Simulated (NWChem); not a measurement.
# PbI$_{2}$, singlet; SMILES [Pb]([I])[I]

```xyz
3

Pb     0.0000     0.0000     1.0068
I      2.1935     0.0000    -0.7788
I     -2.1935     0.0000    -0.7788
```
Atoms are numbered in this order, from 1.

Computed with NWChem. Low-valent species are run as closed-shell singlets; no triplet was tried in these runs. The geometry was optimised at PBE0/def2-SVP. Not confirmed as a minimum by frequencies. def2 effective core potentials on I, Pb; no spin-orbit coupling. B3LYP is NWChem's, with the RPA form of VWN correlation. Ions are spin-unrestricted doublets at the neutral geometry; other ion states weren't tried.

For level B3LYP/def2-SVP:

```yaml
vertical ionisation energy, ΔSCF (eV): 8.94
"−ε(HOMO) (eV)": 6.90
```

Question: How do the values read with level PBE/def2-SVP instead?

Answer: The vertical ionisation energy, ΔSCF (eV) comes out as 8.72 and the −ε(HOMO) (eV) comes out as 6.10.
